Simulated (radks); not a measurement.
All-electron atom: Pr II in [Xe] 4f3 6s1.

Method: scalar-relativistic Kohn-Sham, LDA (Slater exchange, Perdew-Wang correlation), spin-polarised, spherical densities, finite nucleus; open shells are filled with parallel spins first (spin-orbit coupling, left out, can overturn this in heavy ions); Fermi nuclear charge, rms radius 4.8919 fm; computed with a radial shooting solver on a logarithmic mesh with Libxc functionals.

Energy parts (eV):
total: -251160.53
kinetic: 266659.75
electron-nucleus: -609179.07
Hartree: 97044.07
exchange-correlation: -5685.28

Orbitals (lengths in bohr, moments of r in powers of bohr; <r^-3> diverges for s and p1/2):
orbital  occ.  eigenvalue (eV)  <r^-3>      <r>      <r^2>
1s up       1        -41775.47       -  0.02411  0.0007908
1s down     1        -41775.46       -  0.02411  0.0007908
2s up       1        -6726.507       -   0.1031    0.01255
2s down     1        -6726.482       -   0.1031    0.01255
2p up       3        -6022.771    8474  0.09058    0.01001
2p down     3        -6022.753    8474  0.09058    0.01001
3s up       1        -1455.299       -   0.2728    0.08500
3s down     1        -1454.535       -   0.2727    0.08494
3p up       3        -1232.318    1709   0.2708    0.08496
3p down     3        -1231.560    1711   0.2707    0.08490
3d up       5        -918.2215   234.1   0.2477    0.07228
3d down     5        -917.6227   234.3   0.2476    0.07220
4s up       1        -294.1569       -   0.6230     0.4381
4s down     1        -292.1255       -   0.6228     0.4379
4p up       3        -221.2587   371.2   0.6600     0.4956
4p down     3        -219.2126   371.4   0.6598     0.4954
4d up       5        -116.9463   41.61   0.7280     0.6154
4d down     5        -114.8928   41.62   0.7281     0.6157
5s up       1         -45.5675       -    1.502      2.538
5s down     1         -44.1793       -    1.511      2.569
5p up       3         -27.8683   51.37    1.759      3.515
5p down     3         -26.7140   50.03    1.771      3.562
6s up       1          -8.6403       -    3.989      17.81
4f up       3          -7.9199   4.331    1.158      1.864
6s down     0          -7.7505       -    4.082      18.73
4f down     0          -6.1310   4.191    1.205      2.071

The highest occupied level is 4f up at -7.920 eV. Spin moment in Bohr magnetons: 4. The electron density at the nucleus is 4.318e+05 e/bohr^3 (large components only).
